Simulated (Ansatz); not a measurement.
Relaxation of CH$_{8}$OSn (11 atoms, charge 0, multiplicity 1), to a largest force component of 0.03 eV/Å in at most 50 steps.

These are results of RKS PBE0-D4/def2-SVP in Ansatz 0.2.0, not measurements.

```xyz
11
Properties=species:S:1:pos:R:3
Sn -0.172 -0.154 0.106
C -0.146 -0.095 2.260
H -0.824 -0.865 2.664
H 0.865 -0.302 2.647
H -0.499 0.880 2.636
H 1.406 -0.380 -0.523
H -0.910 1.236 -0.556
H -1.108 -1.526 -0.353
O 1.648 2.174 1.228
H 2.471 1.671 1.188
H 1.185 1.777 1.997
```

Problem. Where does it end, and by what steps?

Solution. The forces met the threshold. After 7 steps the energy has fallen by 0.047 eV; H11 moved furthest, 0.55 Å.

```json
{"step": "0", "energy less start (eV)": "0.0000", "largest force component (eV/Å)": "0.664", "accepted": "yes"}
{"step": "1", "energy less start (eV)": "-0.0095", "largest force component (eV/Å)": "1.231", "accepted": "yes"}
{"step": "2", "energy less start (eV)": "-0.0148", "largest force component (eV/Å)": "1.102", "accepted": "yes"}
{"step": "3", "energy less start (eV)": "-0.0271", "largest force component (eV/Å)": "0.532", "accepted": "yes"}
{"step": "4", "energy less start (eV)": "-0.0145", "largest force component (eV/Å)": "0.329", "accepted": "no"}
{"step": "5", "energy less start (eV)": "-0.0436", "largest force component (eV/Å)": "0.269", "accepted": "yes"}
{"step": "6", "energy less start (eV)": "-0.0452", "largest force component (eV/Å)": "0.058", "accepted": "yes"}
{"step": "7", "energy less start (eV)": "-0.0465", "largest force component (eV/Å)": "0.017", "accepted": "yes"}
```

```xyz
11
Properties=species:S:1:pos:R:3
Sn -0.184 -0.159 0.131
C -0.228 -0.185 2.290
H -0.785 -1.059 2.654
H 0.797 -0.231 2.684
H -0.717 0.724 2.668
H 1.403 -0.418 -0.468
H -0.868 1.268 -0.514
H -1.139 -1.487 -0.421
O 1.668 2.116 1.113
H 2.490 1.613 1.106
H 1.478 2.235 2.050
```

Whether the end is a true minimum wasn't checked by a vibrational analysis.

Time of the run: 35 s on 2 threads of Intel(R) Xeon(R) Platinum 8259CL CPU @ 2.50GHz (Skylake/Cascade Lake), with other jobs on the host, peak memory 0.22 GiB.
